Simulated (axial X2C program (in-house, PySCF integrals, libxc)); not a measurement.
## PbI along the bond: BHandHLYP, non-relativistic

All values were computed with an axial X2C code built on PySCF integrals. The Hamiltonian is the X2C one with the speed of light multiplied by 100, which is the non-relativistic limit. Basis: Pb dyall-v2z [9s8p7d4f], I dyall-v2z [8s7p6d] (cores contracted in-house); Gaussian nuclei, density fitting, unrestricted open shells. Masses: Pb 207.977 u, I 126.904 u.

State: M_S = 1/2, Λ = 1 (beyond evenly filled blocks: π+α). Dipoles are positive if I is the positive end.

Results along the bond:

| R (Å) | μ (D) | HOMO (eV) | LUMO (eV) | ⟨S²⟩ |
| --- | --- | --- | --- | --- |
| 2.486 | -0.630 | -5.21 | -2.14 | 0.752 |
| 2.600 | -1.345 | -5.37 | -2.29 | 0.752 |
| 2.686 | -1.887 | -5.49 | -2.40 | 0.752 |
| 2.771 | -2.429 | -5.61 | -2.51 | 0.752 |
| 2.857 | -2.967 | -5.73 | -2.61 | 0.752 |
| 2.957 | -3.588 | -5.87 | -2.73 | 0.752 |
| 3.057 | -4.196 | -6.00 | -2.85 | 0.752 |
| 3.186 | -4.955 | -6.15 | -2.99 | 0.753 |
| 3.343 | -5.844 | -6.33 | -3.16 | 0.753 |
| 3.571 | -7.047 | -6.56 | -3.37 | 0.755 |

Occupations by symmetry block were frozen at the best pattern of an incomplete PBE0 search. The functionals have no current-density term, which raises determinants with orbital currents, atoms included.
